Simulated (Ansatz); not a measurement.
C3H4O, SMILES `OC1=CC1` (H–O–C–C torsion 180°) (charge 0, multiplicity 1).

Cartesian coordinates (Å):
```xyz
8

O      1.7833     0.2412     0.4362
C      0.4804     0.2673     0.1411
C     -0.5961     0.9563     0.0117
C     -0.6803    -0.5539    -0.2667
H      2.1040    -0.6649     0.3545
H     -1.1569     1.8696     0.0395
H     -0.7655    -0.9074    -1.2962
H     -1.1688    -1.2083     0.4579
```
Charge 0, multiplicity 1.

Frozen-core energies in 6-31g from Ansatz (a quantum-chemistry and plane-wave program) at a geometry from B3LYP-D3(BJ)/def2-TZVP; the HF reference has <S^2> = 0.00 and the T1 diagnostic is 0.011.

```tsv
level	energy (Ha)
HF	-190.58351
MP2	-190.97263
CCSD	-190.99945
CCSD(T)	-191.01154
```

Task: Estimate the energies of CCSDT and CCSDT(Q), and give each level's difference from CCSDT(Q).

Result: 
| level | energy (Ha) | difference from CCSDT(Q) (mHa) |
|---|---|---|
| MP2 | -190.97263 | 40.79 |
| CCSD | -190.99945 | 13.97 |
| CCSD(T) | -191.01154 | 1.88 |
| CCSDT | -191.01197 | 1.45 |
| CCSDT(Q) | -191.01342 | 0.00 |
